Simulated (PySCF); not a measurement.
Static response to an electric field

Species: C₆H₆F₂.
Structure used (GFN2-xTB), in Å, numbered top down from 1:
```xyz
14
C6H6F2 angstrom
C      3.056    0.265    0.460
C      1.887   -0.363    0.558
C      0.615    0.256    0.276
F      0.675    1.553   -0.105
C     -0.588   -0.342    0.361
C     -1.831    0.312    0.071
C     -3.005   -0.307    0.164
F     -4.156    0.322   -0.112
H      3.114    1.298    0.157
H      3.985   -0.231    0.679
H      1.829   -1.399    0.861
H     -0.621   -1.377    0.666
H     -1.797    1.347   -0.235
H     -3.162   -1.335    0.458
```

Level: CAM-B3LYP/def2-SVPD (PySCF), static field, nuclei fixed, core orbitals frozen in the response. The polarisability tensor in these axes (au):

```
x   160.59  15.58   4.11
y    15.58  64.33  -3.95
z     4.11  -3.95  48.51
```

Task: Diagonalise the tensor; give its mean and Δα, where Δα² is half the sum of the squared differences of the eigenvalues.

Result: Principal values 47.02, 63.26 and 163.15 au; mean 91.14 au = 13.51 Å³ = 15.03 × 10⁻⁴⁰ C²·m²/J; Δα = 108.93 au (120 % of the mean).

Task: What is the dipole moment, and where does it point?

Result: (1.30, -2.03, 0.70) D, 2.51 D in size, pointing from the negative to the positive side. Measured along this direction, the outermost atoms are F8 at the negative end and H10 and H11 at the positive end.

Task: Molar refractivity from α?

Result: Lorentz–Lorenz: R = (4π/3)N_A α = 2.5225 cm³/(mol·Å³) × 13.51 Å³ = 34.1 cm³/mol, in the limit of long wavelengths.

Task: Find the Langevin capture rate constant for NH4+ (18.034 u) meeting this molecule (116.044 u), k = 2.342 × 10⁻⁹ cm³/s × √(α in Å³ / reduced mass in u).

Result: The reduced mass is 15.61 u, so k = 2.18 × 10⁻⁹ cm³/s. The formula leaves out the permanent dipole, which adds to the capture rate.

Task: Refractivity n − 1 of an ideal gas of it at 350 K and 1 atm, from the electronic α?

Result: N = p/kT = 2.0968 × 10¹⁹ cm⁻³, so n − 1 = 2π × N × 13.51 × 10⁻²⁴ cm³ = 1779 × 10⁻⁶ at long wavelengths.

Task: Sum over states: ᾱ = Σ f/ω², ω in Eh. What share falls to these 8 lowest TDDFT singlets (eV, f)? 4.89, 1.0792; 6.00, 0.0014; 6.57, 0.0067; 6.66, 0.0018; 6.81, 0.0040; 7.01, 0.0113; 7.30, 0.0247; 7.45, 0.0164.

Result: They add up to 34.34 au, 37.7 % of the 91.14 au; the largest single term is 33.37 au, from the state at 4.89 eV. Terms in order: 33.37, 0.03, 0.12, 0.03, 0.06, 0.17, 0.34, 0.22 au. Higher excitations give the rest. The strengths listed sum to 1.145.

Geometry: GFN2-xTB, one conformer, isolated molecule.
